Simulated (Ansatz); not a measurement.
The pair A = PH3 (SMILES P) (first 4 atoms), B = AsH3 (SMILES [AsH3]); geometry from B3LYP-D3(BJ)/def2-TZVP.
(charge 0, multiplicity 1):
| atom | x (Å) | y (Å) | z (Å) |
|---|---|---|---|
| P | -0.5518 | 0.1766 | 0.2743 |
| H | 0.7162 | -0.4564 | 0.2556 |
| H | -1.2642 | -1.0484 | 0.2453 |
| H | -0.5941 | 0.3428 | -1.1351 |
| As | -0.4515 | -0.2415 | 3.8900 |
| H | -1.8152 | 0.4360 | 3.9278 |
| H | 0.2822 | 1.0922 | 3.9484 |
| H | -0.4163 | -0.4018 | 5.4082 |

Programs: Ansatz (an electronic-structure program). 

Total energies (hartree), monomers frozen at their geometry in the pair:

| structure | HF/def2-SVPD | HF/def2-TZVPPD | B3LYP/def2-TZVPPD |
|---|---|---|---|
| AB | -2578.0183262 | -2578.4145613 | -2580.8891993 |
| A in the pair's basis | -342.3672127 | -342.4841778 | -343.1778325 |
| B in the pair's basis | -2235.6525557 | -2235.9318441 | -2237.7118194 |
| A | -342.3665335 | -342.4841372 | -343.1777754 |
| B | -2235.6522124 | -2235.9317229 | -2237.7117009 |

Problem. Work out the interaction energy without and with the counterpoise correction, and the superposition error, for each level.

Solution. 
E(AB) − E(A) − E(B), times 627.509 kcal/mol, with the monomers in their own basis and then in the pair's basis:
- HF/def2-SVPD: 0.26 uncorrected, 0.91 corrected; the monomers gain 0.64 kcal/mol from borrowed functions
- HF/def2-TZVPPD: 0.82 uncorrected, 0.92 corrected; the monomers gain 0.10 kcal/mol from borrowed functions
- B3LYP/def2-TZVPPD: 0.17 uncorrected, 0.28 corrected; the monomers gain 0.11 kcal/mol from borrowed functions
